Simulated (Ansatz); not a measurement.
Species: sum formula SiH$_{2}$Br$_{2}$ (charge 0, singlet). 
Coordinates optimised at B3LYP-D3(BJ)/def2-TZVP (Ansatz, a program for electronic structure):
```
Si
H 1 1.4707
H 1 1.4707 2 112.63
Br 1 2.2217 2 108.35 3 119.84
Br 1 2.2217 2 108.35 3 -119.84
```

Basis-set convergence of Hartree-Fock and CCSD(T) correlation energies (hartree) with Ansatz. Valence correlation only, unless marked. Spin-orbit coupling is left out. Frozen are the shells of the preceding noble gas and the d and f shells that filled before the atom's block. Non-relativistic.

| basis | functions | E(HF) | E(corr, CCSD(T)) |
|---|---|---|---|
| def2-SVP | 92 | -5434.29981 | -0.38037 |
| def2-TZVPP | 166 | -5435.03870 | -0.50436 |
| def2-QZVPP | 308 | -5435.14662 | -0.55041 |

Extrapolating the two largest sets (X = 3 and 4) as X^-3: E(corr) = (64·(-0.55041) - 27·(-0.50436))/37 = -0.5840 Eh, an estimate of the basis-set limit. The largest set recovers 94.2 % of it, the smallest 65.1 %.
